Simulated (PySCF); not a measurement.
H9N3Si2, SMILES N[SiH2]N[SiH2]N.

Geometry: B3LYP-D3(BJ)/def2-SVP. One conformer was computed; it need not be the lowest.

Two levels are set side by side: PBE/def2-TZVP (PySCF) and B3LYP/def2-TZVP (PySCF). Same geometry, gas phase. Differences are taken from unrounded values.

| quantity | B3LYP | PBE | PBE minus B3LYP |
|---|---|---|---|
| orbital gap (eV) | 7.39 | 5.69 | -1.69 |
| highest occupied level (eV) | -7.02 | -5.84 | 1.18 |
| lowest empty level (eV) | 0.37 | -0.15 | -0.52 |
| dipole moment (D) | 1.96 | 2.07 | 0.11 |
| mean polarisability (bohr³) | 73.9 | 77.5 | 3.6 |

PBE's occupied levels lie high since its potential decays too fast outside the molecule; exact exchange lowers them and widens the gap. PBE's more diffuse valence density responds more strongly to a field. Differences between two approximate levels are no errors against the true value.

Rough cost on one machine, each run with all the roots and properties that it gave: B3LYP against PBE within a factor of 2.
